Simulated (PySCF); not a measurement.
A structure optimised at PBE-D3(BJ)/def2-SVP, used in a PySCF frequency run:

```xyz
14

C      2.9804    -1.3309     0.7844
N      1.7580    -1.0351     0.0742
C      1.1155     0.0393     0.3532
Si    -0.4633     0.3932    -0.6358
C     -1.2001    -1.2111    -1.2555
Cl    -1.7926     1.3893     0.6439
H      3.2629    -0.5668     1.5501
H      3.8105    -1.4348     0.0532
H      2.8850    -2.3218     1.2780
H      1.4776     0.7554     1.1419
H     -0.1544     1.3478    -1.7566
H     -1.5758    -1.8109    -0.4030
H     -2.0303    -1.0388    -1.9676
H     -0.3957    -1.7896    -1.7536
```

Task: Write its SMILES and formula.

Result: C/N=C/[Si@@H](C)Cl, C3H8ClNSi

Task: What are its rotational constants (standard atomic weights)?

Result: 3.9522, 1.1236, 0.94005 GHz
